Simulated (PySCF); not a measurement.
Calculated NMR parameters of 3-heptyne

- Formula: C7H12
- SMILES: CCC#CCCC
- InChI: InChI=1S/C7H12/c1-3-5-7-6-4-2/h3-5H2,1-2H3
- Point group of the computed structure: C1
- Degrees of unsaturation: 2
- Carbon signals: 7
- Proton signals: 5

Molfile (atoms numbered from 1):
```
C7H12
     RDKit          3D

 19 18  0  0  0  0  0  0  0  0999 V2000
   -2.7469    0.7309   -0.5700 C   0  0  0  0  0  0  0  0  0  0  0  0
   -2.5521   -0.4883    0.3320 C   0  0  0  0  0  0  0  0  0  0  0  0
   -1.1472   -0.6975    0.6315 C   0  0  0  0  0  0  0  0  0  0  0  0
    0.0189   -0.8500    0.8628 C   0  0  0  0  0  0  0  0  0  0  0  0
    1.4341   -1.0373    1.1231 C   0  0  0  0  0  0  0  0  0  0  0  0
    2.2975   -0.4046    0.0253 C   0  0  0  0  0  0  0  0  0  0  0  0
    2.1401    1.1101   -0.0125 C   0  0  0  0  0  0  0  0  0  0  0  0
   -2.3684    1.6270   -0.0831 H   0  0  0  0  0  0  0  0  0  0  0  0
   -2.2104    0.5971   -1.5069 H   0  0  0  0  0  0  0  0  0  0  0  0
   -3.8027    0.8749   -0.7900 H   0  0  0  0  0  0  0  0  0  0  0  0
   -3.1003   -0.3487    1.2689 H   0  0  0  0  0  0  0  0  0  0  0  0
   -2.9468   -1.3813   -0.1624 H   0  0  0  0  0  0  0  0  0  0  0  0
    1.6432   -2.1100    1.1814 H   0  0  0  0  0  0  0  0  0  0  0  0
    1.6816   -0.5892    2.0905 H   0  0  0  0  0  0  0  0  0  0  0  0
    2.0099   -0.8247   -0.9414 H   0  0  0  0  0  0  0  0  0  0  0  0
    3.3438   -0.6624    0.2070 H   0  0  0  0  0  0  0  0  0  0  0  0
    2.7203    1.5357   -0.8284 H   0  0  0  0  0  0  0  0  0  0  0  0
    1.0939    1.3723   -0.1550 H   0  0  0  0  0  0  0  0  0  0  0  0
    2.4814    1.5550    0.9205 H   0  0  0  0  0  0  0  0  0  0  0  0
  1  2  1  0
  2  3  1  0
  3  4  3  0
  4  5  1  0
  5  6  1  0
  6  7  1  0
  1  8  1  0
  1  9  1  0
  1 10  1  0
  2 11  1  0
  2 12  1  0
  5 13  1  0
  5 14  1  0
  6 15  1  0
  6 16  1  0
  7 17  1  0
  7 18  1  0
  7 19  1  0
M  END
```

No solvent, one computed conformer, fast rotation and ring inversion assumed for equivalent nuclei, relativity neglected. Structure optimised with GFN2-xTB; shielding tensors at PBE0/pcSseg-1 (GIAO); PySCF 2.14.

References, each an isolated molecule treated in the same way: 1H (σref 31.72) and 13C (σref 186.93) against TMS.

```tsv
carbon	δC, type	δH (multiplicity)	HMBC from (2–3 bonds)	span of the C tensor (ppm)
C1	17.6, CH3	1.20 (t)	H11/H12	30
C2	15.8, CH2	2.32 (q)	H8/H9/H10	19
C3	89.6, C	–	H11/H12, H13/H14, H8/H9/H10	268
C4	86.9, C	–	H11/H12, H13/H14, H15/H16	256
C5	23.2, CH2	2.29 (t)	H15/H16, H17/H18/H19	21
C6	26.8, CH2	1.46 (m)	H13/H14, H17/H18/H19	17
C7	15.3, CH3	1.17 (t)	H13/H14, H15/H16	27
```

1. Carbon types of the structure: 2 × C, 3 × CH2, 2 × CH3, which accounts for all hydrogens.
2. δC 89.6, 86.9: alkyne carbon; sp carbons lie upfield of alkene carbons because the cylindrical π system leaves one tensor component strongly shielded.
3. δC 26.8: sp3 CH2; saturated and bonded to C and H only.
4. δC 23.2, 15.8: propargylic sp3 CH2; aliphatic region, no heteroatom directly attached.
5. δC 17.6, 15.3: methyl carbon; aliphatic region, no heteroatom directly attached.
6. δH 2.32, 2.29: hydrogen on a propargylic sp3 CH2.

Shifts are as computed. Against solution values, carbons near 30 ppm lie about +3 ppm off and those near 130 ppm about +5 ppm (rms about the fit 2.1 ppm; single classes can miss by 10 ppm). Of 1328 compounds with measured shifts, 309 miss one by over three times the rms of a fit or turn the order of signals round; such compounds aren't used in these exercises. Signals without a measured value on file couldn't be tested in this way; 1H shifts scatter by 0.2 ppm about their fit, and single ones miss by 0.5 ppm. Multiplicities follow the n + 1 count of equivalent neighbours, as no J values were calculated; m marks all less simple cases, F and P coupling included.
